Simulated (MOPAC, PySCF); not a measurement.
H$_{2}$BF, SMILES `BF`, neutral singlet in the gas phase. 

Cartesian coordinates (Å):
SMILES: BF
```xyz
4

B     -0.0499     0.0083     0.4100
F      1.2118    -0.2013     0.0770
H     -0.5154     1.0820     0.1786
H     -0.6465    -0.8890     0.9218
```
Charge 0, multiplicity 1.

All levels are single points at this geometry (B3LYP-D3(BJ)/def2-TZVP); Pople sets use spherical d functions. Orbital energies aren't observables, and empty levels follow the basis.

PM6 in MOPAC gives HOMO (eV) = -11.41.

Task: Estimate the HOMO (eV) from each of these levels: B3LYP-D3(BJ)/def2-TZVP in PySCF; B3LYP/3-21G in PySCF; B3LYP/6-311+G** in PySCF; PBE/6-31G* in PySCF; SVWN5/6-31G* in PySCF; HF/3-21G in PySCF; HF/6-31G* in PySCF; AM1 in MOPAC.

Result: 
| level | HOMO (eV) |
|---|---|
| B3LYP-D3(BJ)/def2-TZVP in PySCF | -9.17 |
| B3LYP/3-21G in PySCF | -8.87 |
| B3LYP/6-311+G** in PySCF | -9.22 |
| PBE/6-31G* in PySCF | -7.45 |
| SVWN5/6-31G* in PySCF | -7.47 |
| HF/3-21G in PySCF | -13.18 |
| HF/6-31G* in PySCF | -13.18 |
| AM1 in MOPAC | -11.14 |
